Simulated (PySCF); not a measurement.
**BeSb⁻: from constants to spectrum**

UHF-SCS-MP2 constants of BeSb⁻, ³Π (triplet), unpaired electrons σ ↑, π ↑ (Be aug-cc-pVDZ, Sb aug-cc-pVDZ-PP with ECP28; scalar-relativistic core potentials (PySCF 2.14); masses 9.0122 and 120.9038 u):

```
ωe   : 536.7 cm⁻¹
ωexe : 3.07 cm⁻¹
Be   : 0.37917 cm⁻¹
αe   : 0.00307 cm⁻¹
```

Question: What force constant and bond length do these constants imply?

Answer: Reduced mass μred = 8.3870 u; k = 5.8918×10⁻⁷·μred·ωe² (u, cm⁻¹, mdyn/Å) = 1.42 mdyn/Å; Re = √(16.8576/(μred·Be)) (u, cm⁻¹, Å) = 2.302 Å.

Question: Estimate the centrifugal constant D from the Kratzer relation and find the Dunham coefficient a1.

Answer: D = 4Be³/ωe² = 7.57e-07 cm⁻¹; a1 = −1 − αeωe/(6Be²) = -2.91.

Correlated steps freeze 4 core orbitals. These are scalar-relativistic numbers at best; spin–orbit coupling would shift them, the dissociation energy most. The state was picked by a PBE0 search and need not be the measured ground state.
